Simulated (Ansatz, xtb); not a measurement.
# Two isomers of CH5AlSb

We compare a, `[CH3][Sb][AlH2]`, a doublet, with b, `[CH3][AlH][SbH]`, a doublet. Both are isolated molecules in the gas phase, relaxed with PBE0-D3(BJ)/def2-SVP; the shapes shown needn't be the lowest conformers.

a (Å):

```xyz
8

C    -0.6159    0.5497    0.5467
Al    2.8323   -0.2010    0.6307
Sb    0.4828   -1.3096    0.1768
H    -0.2833    1.3315   -0.1510
H    -0.4339    0.8977    1.5735
H    -1.6897    0.3670    0.4074
H     2.9261    1.3469    1.0122
H     4.1672   -1.0663    0.5259
```

b (Å):

```xyz
8

C    -0.3413    0.1691    0.4856
Al    1.3791    1.0006    0.9109
Sb    3.7071   -0.2427    0.6532
H    -0.2510   -0.8664    0.1248
H    -0.9952    0.1665    1.3753
H    -0.8703    0.7563   -0.2853
H     1.4182    2.5054    1.4436
H     2.8907   -1.6494    0.0852
```

Q: Estimate which is lower in electronic energy at CCSD(T)/def2-SVP + ΔMP2/def2-TZVPP, and by roughly how much.

A: The CCSD(T)/def2-SVP + ΔMP2/def2-TZVPP calculation puts structure b lower, by 7.7 kcal/mol.

How the difference moves with the method:

```csv
level,geometry,E(b) − E(a) (kcal/mol),departure from the last row (kcal/mol),"job, with rough time for the two"
PBE0-D3(BJ)/def2-SVP,PBE0-D3(BJ)/def2-SVP,−9.2,−1.5,"optimisation, 2.5 min"
HF/def2-SVP,PBE0-D3(BJ)/def2-SVP,−9.6,−2.0,part of the CCSD(T) run
MP2/def2-SVP,PBE0-D3(BJ)/def2-SVP,−9.0,−1.4,part of the CCSD(T) run
CCSD(T)/def2-SVP,PBE0-D3(BJ)/def2-SVP,−9.0,−1.4,single point
CCSD(T)/def2-SVP + ΔMP2/def2-TZVPP,PBE0-D3(BJ)/def2-SVP,−7.7,,"single point, 27 s"
```

As drawn, b has 1 C–Al, 1 Sb–H in place of 1 C–Sb, 1 Al–H.

None of the levels shown reverses the order. The largest departure from CCSD(T)/def2-SVP + ΔMP2/def2-TZVPP is that of HF/def2-SVP, 2.0 kcal/mol. Levels run at GFN2-xTB geometries aren't shown. The last row adds to CCSD(T) the change of the MP2 difference between the two basis sets, here +1.4 kcal/mol.

With harmonic frequencies from PBE0-D3(BJ)/def2-SVP (ideal gas, rigid rotor, one conformer each, 298.15 K, 1 atm): on the last row, ΔE + ΔZPE = −8.2 kcal/mol. A mode under 50 cm⁻¹ makes harmonic enthalpies and free energies unreliable, so none is given.

Open shells are spin-unrestricted. The correlated steps freeze 10 core orbitals; the filled d shell of Sb is correlated, in a basis made for valence electrons. Atoms past krypton carry core potentials in the def2 sets and no spin–orbit term is included. Run with Ansatz 0.2.0; the last row on 2 threads of Arm Neoverse V2 on a shared host.
